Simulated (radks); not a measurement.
Question: Isoelectronic series with 13 electrons, each ion in its NIST ground configuration. Method: Dirac Kohn-Sham, BLYP, spin-unpolarised, spherical densities, finite nucleus; open shells fill j = l - 1/2 first; Fermi nuclear charge, rms radius of each element as measured or else 0.836 A^(1/3) + 0.57 fm; computed with a radial shooting solver on a logarithmic mesh with Libxc functionals. Total energies (hartree) and orbital eigenvalues (eV) (* marks an orbital that is empty in some or all of the ions):

ion,configuration,E (hartree),3p3/2*,3p1/2,3s1/2,2p3/2
Al,[Ne] 3s2 3p1,-242.83610,-2.5529,-2.5696,-7.6240,-69.4449
Si+,[Ne] 3s2 3p1,-289.72189,-11.4959,-11.5380,-18.8979,-104.8286
P2+,[Ne] 3s2 3p1,-341.02802,-24.1250,-24.2056,-33.8247,-147.7757
S3+,[Ne] 3s2 3p1,-396.74778,-40.1291,-40.2645,-52.1160,-197.9226
Cl4+,[Ne] 3s2 3p1,-456.88206,-59.3783,-59.5883,-73.6566,-255.1187
Ar5+,[Ne] 3s2 3p1,-521.43552,-81.8034,-82.1117,-98.3878,-319.2845
K6+,[Ne] 3s2 3p1,-590.41509,-107.3636,-107.7981,-126.2773,-390.3732
Ca7+,[Ne] 3s2 3p1,-663.82930,-136.0327,-136.6259,-157.3065,-468.3553
Sc8+,[Ne] 3s2 3p1,-741.68797,-167.7936,-168.5830,-191.4655,-553.2114
Ti9+,[Ne] 3s2 3p1,-824.00207,-202.6349,-203.6631,-228.7497,-644.9286
V10+,[Ne] 3s2 3p1,-910.78355,-240.5484,-241.8642,-269.1583,-743.4983
Cr11+,[Ne] 3s2 3p1,-1002.04515,-281.5291,-283.1869,-312.6932,-848.9146
Mn12+,[Ne] 3s2 3p1,-1097.80059,-325.5734,-327.6342,-359.3585,-961.1743
Fe13+,[Ne] 3s2 3p1,-1198.06447,-372.6791,-375.2110,-409.1599,-1080.275
Co14+,[Ne] 3s2 3p1,-1302.85211,-422.8454,-425.9235,-462.1043,-1206.217
Ni15+,[Ne] 3s2 3p1,-1412.17993,-476.0719,-479.7793,-518.2001,-1339.001
Cu16+,[Ne] 3s2 3p1,-1526.06442,-532.3593,-536.7868,-577.4565,-1478.626
Zn17+,[Ne] 3s2 3p1,-1644.52403,-591.7085,-596.9556,-639.8838,-1625.097
Ga18+,[Ne] 3s2 3p1,-1767.57718,-654.1211,-660.2964,-705.4931,-1778.415
As20+,[Ne] 3s2 3p1,-2027.54381,-788.1445,-796.5399,-846.3070,-2105.607
Se21+,[Ne] 3s2 3p1,-2164.49907,-859.7603,-869.4678,-921.5380,-2279.489

Estimate the row of Ge19+ ([Ne] 3s2 3p1).

Answer: E (hartree) -1895.24348; 3p3/2* -719.5990; 3p1/2 -726.8204; 3s1/2 -774.2966; 2p3/2 -1938.584.
